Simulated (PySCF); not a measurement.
Computed IR spectrum (relative IR intensity) of a molecule CH11NOSi3. The structure is a stationary point at PBE-D3(BJ)/def2-SVP. The values are those of a single conformer. Method: PBE-D3(BJ)/def2-SVP (PySCF). Frequencies are harmonic and unscaled.

Lines under 2 % of the strongest are left out, and lines within 2 cm⁻¹ are merged.

ν (cm⁻¹): 263 (w), 275 (vw), 415 (s), 502 (w), 545 (w), 615 (w), 748 (m), 770 (w), 862 (s), 874 (m), 883 (vs), 902 (vw), 907 (w), 912 (m), 918 (m), 922 (m), 1018 (w), 1030 (m), 1255 (vw), 1495 (w), 2149 (w), 2156 (m), 2161 (w), 2163 (m), 2168 (s), 2177 (vw), 2182 (m), 2899 (vw), 3495 (w), 3590 (w) (against the strongest line: vs over 80 %, s over 45 %, m over 15 %, w over 4 %, vw less)

Which molecule gave these data?
A. C[Si@H](O)N[SiH2][SiH3]
B. N[C@H]([SiH3])[Si@@H](O)[SiH3]
C. C[SiH2]O[Si@@H](N)[SiH3]
D. N[SiH2]OC([SiH3])[SiH3]

D, N[SiH2]OC([SiH3])[SiH3]
